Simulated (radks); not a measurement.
Question: Valence configurations of the arsenic ion As3+ (all share [Ar]). Calculated with a radial shooting solver on a logarithmic mesh with Libxc functionals: scalar-relativistic Kohn-Sham, PBE, spin-polarised, spherical densities, finite nucleus; open shells are filled with parallel spins first; Fermi nuclear charge, rms radius 4.0968 fm. Order these by energy: 3d8 4s1.5 4p2.5; 3d10 4s1.5 4p0.5; 3d9.5 4s2 4p0.5; 3d9 4s2 4p1; 3d8.5 4s1.5 4p2; 3d10 4s2; 3d10 4s1 4p1; 3d10 4p2; 3d8 4s2 4p2.

Answer: From the lowest, in eV above it: 3d10 4s2 0.000; 3d10 4s1.5 4p0.5 5.436; 3d10 4s1 4p1 10.230; 3d9.5 4s2 4p0.5 21.931; 3d10 4p2 21.983; 3d9 4s2 4p1 45.750; 3d8.5 4s1.5 4p2 76.471; 3d8 4s2 4p2 99.365; 3d8 4s1.5 4p2.5 104.15. NIST lists [Ar] 3d10 4s2 as the ground configuration; this level of theory agrees among the configurations tried. The energies are those of spherical high-spin densities, not of single terms.
